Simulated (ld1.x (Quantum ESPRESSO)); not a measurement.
**Before and after: TM potential for S (Z = 16)**

| Item | Value |
| --- | --- |
| Element | S |
| Generator | ld1.x (Quantum ESPRESSO) 7.5 |
| Type | norm-conserving Troullier–Martins (Kleinman–Bylander form) |
| Functional | LDA (PZ) |
| Relativity | non-relativistic |
| Frozen core | [Ne] |
| Valence charge | 6 |
| Reference configuration | 3s2 3p4 |
| Partial waves | 3s (bound): rc 1.05 bohr; 3p (bound): rc 1.50 bohr; 3d channel at 0.25 Ry: rc 1.35 bohr |
| Local potential | the d channel |
| Core correction | a·sin(br)/r model core, default radius (core density twice the valence density) |

All-electron outer shells of the reference configuration (LDA (PZ), non-relativistic, ld1.x):

```json
{"shell": "2p", "level (eV)": "-156.50", "outermost node (bohr)": "–", "outermost maximum (bohr)": "0.33"}
{"shell": "3s", "level (eV)": "-17.17", "outermost node (bohr)": "0.60", "outermost maximum (bohr)": "1.40"}
{"shell": "3p", "level (eV)": "-7.12", "outermost node (bohr)": "0.58", "outermost maximum (bohr)": "1.59"}
```

Change: core correction a·sin(br)/r model core inside 1.18 bohr.

Cutoffs: the cutoffs (Ry, on a coarse ladder) from which the occupation-weighted sum of valence levels, in a spherical-Bessel basis at the reference potential, stays within 10 and 1 mRy of its value at 400 Ry; they do not see the model core or the augmentation charge, which bear on the density cutoff. Errors are all-electron minus pseudo energies relative to the spin-unpolarised reference configuration.

Task: What does the change do?

Result: The potential gets neither clearly harder nor softer (70 Ry and 200 Ry → 70 Ry and 200 Ry); of the 9 tests that both files solve, the error grows in 5 and shrinks in 0 by more than 15 % and 0.3 meV (median size 12.2 → 32.1 meV); neither file shows a bound ghost. The default core radius of the base comes out at 0.88 bohr. A wider model core is smoother and lowers the density cutoff, which this test does not measure.

```tsv
quantity	base	changed
cutoff, loose	70 Ry	70 Ry
cutoff, tight	200 Ry	200 Ry
bound ghosts	none	none
error for 3s2 3p3, meV [ΔE 11.88 eV]	+8.3	+9.1
error for 3s2 3p2, meV [ΔE 34.26 eV]	+57	+64
error for 3s2 3p1, meV [ΔE 68.43 eV]	+203	+237
error for 3s2 3p0, meV [ΔE 115.41 eV]	+551	+669
error for 3s1 3p4, meV [ΔE 22.53 eV]	+11	+13
error for 3s2 3p4.3, meV [ΔE -1.74 eV]	+0.3	+0.3
error for 3s1 3p5, meV [ΔE 10.11 eV]	-1.5	+1.4
error for 3s2 3p4 (spin-polarised), meV [ΔE -0.71 eV]	+12	+32
error for 3s2 3p3 (spin-polarised), meV [ΔE 9.91 eV]	+44	+107
s: phases at 1.64 bohr within 0.05 rad from the reference energy up to (Ry; the scan ends near 5)	-0.0	-0.0
p: phases at 1.64 bohr within 0.05 rad from the reference energy up to (Ry; the scan ends near 5)	4.6	4.6
d: phases at 1.64 bohr within 0.05 rad from the reference energy up to (Ry; the scan ends near 5)	to the end of the scan	to the end of the scan
```
